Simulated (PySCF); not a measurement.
Species: Ge(CF3)H3, CH3F3Ge.
Bonds: Ge1–C2, C2–F3, C2–F4, C2–F5. Hydrogens: H6, H7, H8 on Ge1.

Method used: PBE0-D3(BJ)/def2-SVP geometry optimisation, gas phase in PySCF.

Some entries are withheld. Bonds in one row agree within 0.01 Å.

```json
{"coordinate": "Ge1–C2", "value": "?"}
{"coordinate": "Ge1–H6, Ge1–H7, Ge1–H8", "value": "1.533 Å"}
{"coordinate": "C2–F3, C2–F4, C2–F5", "value": "?"}
{"coordinate": "C2–Ge1–H6", "value": "?"}
{"coordinate": "H6–Ge1–H7", "value": "111.3°"}
{"coordinate": "Ge1–C2–F3", "value": "?"}
{"coordinate": "F3–C2–F4", "value": "?"}
```

**Question.** Fill in the missing values.

**Answer.** 
- Ge1–C2 = 1.996 Å (ends: germanium bonded to C and 3 H; carbon bonded to 3 F and Ge); 0.04 Å above the sum of covalent radii, 1.96 Å.
- C2–F3, C2–F4, C2–F5 = 1.339 Å (ends: carbon bonded to 3 F and Ge; fluorine bonded to C); 0.01 Å above the sum of covalent radii, 1.33 Å.
- C2–Ge1–H6 = 107.8°, at the germanium bonded to C and 3 H; the outer atoms are 2.863 Å apart.
- Ge1–C2–F3 = 111.2°, at the carbon bonded to 3 F and Ge; the outer atoms are 2.778 Å apart.
- F3–C2–F4 = 107.3°, at the carbon bonded to 3 F and Ge; the outer atoms are 2.157 Å apart.

Radii are Cordero's, carbon taken as 0.76, 0.73 or 0.69 Å for four, three, and two or fewer neighbours.

Stationary, but not proved a minimum.

Hardware: one thread of an AMD EPYC, on a shared host. Cost: 2.1 min wall, 94 s CPU, 0.41 GiB resident at most. These figures are those of the optimisation.
